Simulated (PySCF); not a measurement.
**Tl⁺: excitation energy**

Tl⁺ [Xe] 4f14 5d10 6s2 (1S) → Tl⁺ [Xe] 4f14 5d10 6s1 6p1 (3P), as a difference of total energies. Calculation: PySCF 2.14, in aug-cc-pVTZ-PP with one added diffuse shell each of d, f type with ECP60MDF (6s5p5d3f, 67 functions); a scalar-relativistic core potential. Correlated levels: valence: 5s2 5p6 5d10 frozen. The calculations carry no spin-orbit coupling.

| method | excitation energy (eV) | error (eV) |
| --- | --- | --- |
| UHF | 5.638 | -1.460 |
| LDA | 7.690 | +0.592 |
| PBE | 7.409 | +0.311 |
| PBE0 | 7.071 | -0.027 |
| r2SCAN | 7.108 | +0.010 |
| B3LYP | 7.302 | +0.204 |
| BHandHLYP | 6.905 | -0.193 |
| CAM-B3LYP | 7.116 | +0.018 |
| B97-3 | 7.327 | +0.229 |
| MP2 (valence) | 6.127 | -0.971 |
| SCS-MP2 (valence) | 6.272 | -0.826 |

Reference: 7.098 eV (measured; NIST levels, between the centres of gravity of the two terms).

Errors of the correlated levels include the incompleteness of this basis and the frozen core.
